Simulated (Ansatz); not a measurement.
Start from `[SiH3][CH]1[O][GeH2]1` and change one atom or group to get `[SnH3][CH]1[O][GeH2]1`.

Ansatz, PBE0-D4/def2-TZVP geometries, multiplicity 1. 

Elements past krypton have def2 core potentials. Scalar relativity is left out up to krypton.

| property | `[SiH3][CH]1[O][GeH2]1` |
| --- | --- |
| LUMO energy (B3LYP/def2-TZVPP) / eV | -1.08 |
| HOMO–LUMO gap (PBE0/def2-TZVPP) / eV | 6.38 |
| HOMO energy (PBE0/def2-TZVPP) / eV | -7.22 |
| LUMO energy (PBE0/def2-TZVPP) / eV | -0.84 |
| HOMO energy (PBE/def2-TZVPP) / eV | -6.01 |
| LUMO energy (ωB97M-V/def2-TZVPP) / eV | 1.00 |

Task: Give the same properties after the change, and the shifts. (Estimate.)

Result: The calculation gave: 
```tsv
property	`[SnH3][CH]1[O][GeH2]1`	shift
LUMO energy (B3LYP/def2-TZVPP) / eV	-1.13	-0.05
HOMO–LUMO gap (PBE0/def2-TZVPP) / eV	6.09	-0.29
HOMO energy (PBE0/def2-TZVPP) / eV	-6.96	0.26
LUMO energy (PBE0/def2-TZVPP) / eV	-0.88	-0.04
HOMO energy (PBE/def2-TZVPP) / eV	-5.76	0.25
LUMO energy (ωB97M-V/def2-TZVPP) / eV	0.90	-0.10
```

B3LYP here is the variant with VWN-RPA as its local correlation; programs differ in this.
